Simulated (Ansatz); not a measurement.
One change: `C#CS` becomes `BOC#CS`.

Ansatz, PBE0-D4/def2-TZVP geometries, multiplicity 1. Each molecule was computed in one conformer, which needn't be the lowest.

```json
{"property": "HOMO energy (ωB97M-V/def2-TZVPP) / eV", "`C#CS`": "-9.09"}
{"property": "ideal-gas entropy at 298 K and 1 bar (rigid rotor, harmonic PBE0-D4/def2-TZVP) / J/(mol·K)", "`C#CS`": "263"}
{"property": "HOMO energy (B3LYP/def2-TZVPP) / eV", "`C#CS`": "-6.74"}
{"property": "size of the dipole moment (B3LYP/def2-TZVPP) / D", "`C#CS`": "0.80"}
{"property": "zero-point energy (PBE0-D4/def2-TZVP) / kJ/mol", "`C#CS`": "71.9"}
{"property": "HOMO–LUMO gap (ωB97M-V/def2-TZVPP) / eV", "`C#CS`": "10.81"}
```

(1) Give the same properties after the change, and the shifts. (Estimate.)

## Answers

(1) Ansatz gave: 
| property | `BOC#CS` | shift |
| --- | --- | --- |
| HOMO energy (ωB97M-V/def2-TZVPP) / eV | -8.70 | 0.39 |
| ideal-gas entropy at 298 K and 1 bar (rigid rotor, harmonic PBE0-D4/def2-TZVP) / J/(mol·K) | 337 | 74 |
| HOMO energy (B3LYP/def2-TZVPP) / eV | -6.40 | 0.34 |
| size of the dipole moment (B3LYP/def2-TZVPP) / D | 1.25 | 0.45 |
| zero-point energy (PBE0-D4/def2-TZVP) / kJ/mol | 117.4 | 45.5 |
| HOMO–LUMO gap (ωB97M-V/def2-TZVPP) / eV | 9.29 | -1.52 |

With PBE0 the HOMO rises by 0.35 eV and the LUMO falls by 1.00 eV, so the gap narrows by about 1.35 eV. PBE moves the HOMO by 0.27 eV and ωB97M-V by 0.39 eV. The zero-point energy changes by 45.5 kJ/mol with +9 modes. Dipoles are sizes alone; their direction can turn. Modes under 60 cm⁻¹, often nearly free rotors, make the harmonic entropy too high.

B3LYP here is the variant with VWN-RPA as its local correlation; programs differ in this.
